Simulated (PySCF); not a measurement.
# Nuclear quadrupole coupling in `[SiH3]O[SiH]1CC=CC1`

Compound: C₄H₁₀OSi₂.
Structure used (PBE0-D3(BJ)/def2-SVP), in Å, numbered top down from 1:
```
atom  x, y, z in Å
Si1    2.4560   -0.9911    0.3580
O2     1.1269   -1.0331   -0.6274
Si3   -0.2041   -0.1735   -1.1390
C4    -1.8005   -0.9299   -0.4719
C5    -2.2025    0.0601    0.5903
C6    -1.5235    1.2126    0.7016
C7    -0.3796    1.4844   -0.2413
H8     3.0740   -2.3467    0.3759
H9     3.4556   -0.0013   -0.1483
H10    2.0686   -0.6046    1.7498
H11   -0.1230   -0.0774   -2.6251
H12   -2.5791   -1.0302   -1.2495
H13   -1.6438   -1.9421   -0.0618
H14   -3.0419   -0.1632    1.2583
H15   -1.7946    1.9532    1.4622
H16    0.5354    1.7916    0.2953
H17   -0.6136    2.3134   -0.9336
```

Field gradients from the PBE0/pcSseg-1 density (PySCF, non-relativistic), principal values in atomic units, ordered |Vxx| ≤ |Vyy| ≤ |Vzz|:

```json
{"atom": "O2", "Vxx": "-0.4572", "Vyy": "-0.6816", "Vzz": "1.1387"}
```

Question: Find the asymmetry η = (Vxx − Vyy)/Vzz and the couplings χ = eQV/h (234.96 MHz × Q in barn × V in au), with Q(17O) = −0.0256 b.

Answer: 
```tsv
atom	environment	nucleus	η	χzz (MHz)	χxx (MHz)	χyy (MHz)
O2	siloxane oxygen	17O	0.20	-6.85	2.75	4.10
```

Question: What is Vzz at O2 in SI units (1 au = 9.71736 × 10²¹ V/m²)?

Answer: 1.1387 au = 11.066 × 10²¹ V/m².

Question: And the gradient at the other heavy atoms, for which no coupling is worked out here?

Answer: 
```csv
atom,environment,Vzz (au),η
Si1,oxygen-bound silicon,0.521,0.06
Si3,oxygen-bound silicon,0.546,0.40
C4,sp3 carbon bound to silicon,-0.112,0.45
C5,alkene CH carbon,0.272,0.73
C6,alkene CH carbon,0.266,0.76
C7,sp3 carbon bound to silicon,-0.118,0.33
```

Question: What couplings would deuterons (Q(2H) = 0.00286 b) have in place of the hydrogens, at this geometry?

Answer: 
| atom | bonded to | bond length (Å) | Vzz (au) | η | χzz (kHz) |
| --- | --- | --- | --- | --- | --- |
| H8 | Si1 | 1.490 | 0.1395 | 0.03 | 94 |
| H9 | Si1 | 1.495 | 0.1364 | 0.04 | 92 |
| H10 | Si1 | 1.495 | 0.1361 | 0.04 | 91 |
| H11 | Si3 | 1.491 | 0.1397 | 0.01 | 94 |
| H12 | C4 | 1.105 | 0.2909 | 0.03 | 195 |
| H13 | C4 | 1.103 | 0.2925 | 0.04 | 197 |
| H14 | C5 | 1.096 | 0.3025 | 0.06 | 203 |
| H15 | C6 | 1.096 | 0.3028 | 0.06 | 203 |
| H16 | C7 | 1.104 | 0.2918 | 0.03 | 196 |
| H17 | C7 | 1.105 | 0.2906 | 0.03 | 195 |

The structure is a single PBE0-D3(BJ)/def2-SVP conformer in the gas phase; no vibrational or solvent corrections. With so small a basis the couplings can be 20 % off.
